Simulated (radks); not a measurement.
All-electron atom: Ho3+ in [Xe] 4f9.5 6p0.5 (fractional occupations, a model configuration).

All-electron calculation, scalar-relativistic Kohn-Sham, PBE, spin-polarised, spherical densities, finite nucleus; open shells are filled with parallel spins first (spin-orbit coupling, left out, can overturn this in heavy ions); Fermi nuclear charge, rms radius 5.2022 fm. Program: a radial shooting solver on a logarithmic mesh with Libxc functionals.

Energy parts (hartree):
| part | energy |
|---|---|
| total | -12613.3417 |
| kinetic | 13638.9595 |
| electron-nucleus | -30819.6848 |
| Hartree | 4836.4328 |
| exchange-correlation | -269.0493 |

Orbitals (lengths in bohr, moments of r in powers of bohr):
orbital  occ.  eigenvalue (hartree)   <1/r>      <r^4>
1s up       1             -2040.535   76.04  9.255e-07
1s down     1             -2040.535   76.04  9.255e-07
2s up       1             -342.5242   17.69  0.0001447
2s down     1             -342.5224   17.69  0.0001447
2p up       3             -303.6388   16.38  0.0001095
2p down     3             -303.6374   16.38  0.0001095
3s up       1             -77.68719   6.513   0.005503
3s down     1             -77.61411   6.518   0.005490
3p up       3             -65.80112   6.095   0.005802
3p down     3             -65.72821   6.100   0.005784
3d up       5             -50.70159   5.779   0.004574
3d down     5             -50.64593   5.783   0.004554
4s up       1             -16.57476   2.754     0.1333
4s down     1             -16.41836   2.753     0.1335
4p up       3             -12.65429   2.525     0.1752
4p down     3             -12.50024   2.523     0.1757
4d up       5              -7.35462   2.233     0.2699
4d down     5              -7.20319   2.230     0.2726
4f up       7              -1.55973   1.701      1.337
4f down   2.5              -1.42216   1.677      1.556
5s up       1              -3.13151   1.076      4.277
5s down     1              -3.05812   1.064      4.438
5p up       3              -2.16262  0.9166      7.964
5p down     3              -2.10772  0.9041      8.299
6p up     0.5              -0.71463  0.3638      263.1

The highest occupied level is 6p up at -19.446 eV. Summed over all electrons, <r^2> = 39.06 bohr^2, which gives a Langevin (diamagnetic) susceptibility term of -30.9 x 10^-6 cm^3/mol. The density falls to 0.001 e/bohr^3 at r = 3.81 bohr. The electron density at the nucleus is 8.473e+05 e/bohr^3 (large components only). Spin moment in Bohr magnetons: 5.
